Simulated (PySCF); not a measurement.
**Cost of excited-state runs on `InChI=1S/C12H12/c1-2-3-4-10-5-6-11-7-8-12(11)9-10/h5-6,9H,2,7-8H2,1H3`**

Molfile (atoms numbered from 1):
```
C12H12
     RDKit          3D

 24 25  0  0  0  0  0  0  0  0999 V2000
    4.5364    0.0127    1.0199 C   0  0  0  0  0  0  0  0  0  0  0  0
    4.0356    0.2242   -0.4092 C   0  0  0  0  0  0  0  0  0  0  0  0
    2.5893    0.1742   -0.4754 C   0  0  0  0  0  0  0  0  0  0  0  0
    1.3875    0.1287   -0.5069 C   0  0  0  0  0  0  0  0  0  0  0  0
   -0.0272    0.0773   -0.5544 C   0  0  0  0  0  0  0  0  0  0  0  0
   -0.6747    0.2482   -1.7802 C   0  0  0  0  0  0  0  0  0  0  0  0
   -2.0620    0.2094   -1.8966 C   0  0  0  0  0  0  0  0  0  0  0  0
   -2.7526   -0.0075   -0.7301 C   0  0  0  0  0  0  0  0  0  0  0  0
   -2.1102   -0.1794    0.4975 C   0  0  0  0  0  0  0  0  0  0  0  0
   -0.7486   -0.1454    0.6326 C   0  0  0  0  0  0  0  0  0  0  0  0
   -3.4088   -0.3537    1.2425 C   0  0  0  0  0  0  0  0  0  0  0  0
   -4.1241   -0.1612   -0.1255 C   0  0  0  0  0  0  0  0  0  0  0  0
    4.1419    0.7838    1.6781 H   0  0  0  0  0  0  0  0  0  0  0  0
    5.6232    0.0534    1.0482 H   0  0  0  0  0  0  0  0  0  0  0  0
    4.2141   -0.9562    1.3953 H   0  0  0  0  0  0  0  0  0  0  0  0
    4.3727    1.1968   -0.7819 H   0  0  0  0  0  0  0  0  0  0  0  0
    4.4463   -0.5493   -1.0662 H   0  0  0  0  0  0  0  0  0  0  0  0
   -0.0683    0.4154   -2.6594 H   0  0  0  0  0  0  0  0  0  0  0  0
   -2.5414    0.3438   -2.8553 H   0  0  0  0  0  0  0  0  0  0  0  0
   -0.2309   -0.2769    1.5714 H   0  0  0  0  0  0  0  0  0  0  0  0
   -3.6202    0.4179    1.9812 H   0  0  0  0  0  0  0  0  0  0  0  0
   -3.5478   -1.3329    1.6983 H   0  0  0  0  0  0  0  0  0  0  0  0
   -4.7565    0.7232   -0.1904 H   0  0  0  0  0  0  0  0  0  0  0  0
   -4.6854   -1.0269   -0.4745 H   0  0  0  0  0  0  0  0  0  0  0  0
  1  2  1  0
  2  3  1  0
  3  4  3  0
  4  5  1  0
  5  6  1  0
  6  7  2  0
  7  8  1  0
  8  9  2  0
  9 10  1  0
  9 11  1  0
 11 12  1  0
 10  5  2  0
 12  8  1  0
  1 13  1  0
  1 14  1  0
  1 15  1  0
  2 16  1  0
  2 17  1  0
  6 18  1  0
  7 19  1  0
 10 20  1  0
 11 21  1  0
 11 22  1  0
 12 23  1  0
 12 24  1  0
M  END
```

PySCF with density fitting, on 1 thread of an Intel Xeon, shared host. Command: `OMP_NUM_THREADS=1 python excited_run.py task.json out`

Problem. How long does each of these runs take, and how much memory?
- magnetisability and related constants, CAM-B3LYP/pcSseg-1; usual settings
- magnetisability and related constants, HSE06/6-31G*; grid level 3; fitting basis def2-universal-jkfit

Solution. 
```
                                  run               level  basis functions  wall time  peak memory (GiB)
magnetisability and related constants  CAM-B3LYP/pcSseg-1              264    4.1 min                1.6
magnetisability and related constants        HSE06/6-31G*              192    3.2 min                1.2
```
Times from a shared host are rough.
